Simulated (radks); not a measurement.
The mean radii <r> (bohr) of the occupied orbitals of an atom or ion are listed with their occupations. All-electron calculation, scalar-relativistic Kohn-Sham, PBE, spin-polarised, spherical densities, finite nucleus; Fermi nuclear charge, rms radius of each element as measured or else 0.836 A^(1/3) + 0.57 fm. Program: a radial shooting solver on a logarithmic mesh with Libxc functionals.

| orbital | occ. | <r> |
|---|---|---|
| 1s up | 1 | 0.04003 |
| 1s down | 1 | 0.04003 |
| 2s up | 1 | 0.1637 |

Name the element and its charge. Open shells, if any, are filled with parallel spins first.

Answer. Z = 37, rubidium, charge +34: Rb34+ in [He] 2s1. The 1s radius gives Z: for a bare nucleus <r> = (2 gamma + 1)/(2Z) with gamma = sqrt(1 - (Z/c)^2), 0.03954 bohr for Z = 37, and screening makes it slightly larger (0.04003 here). The occupations add up to 3, and the charge is Z minus that.
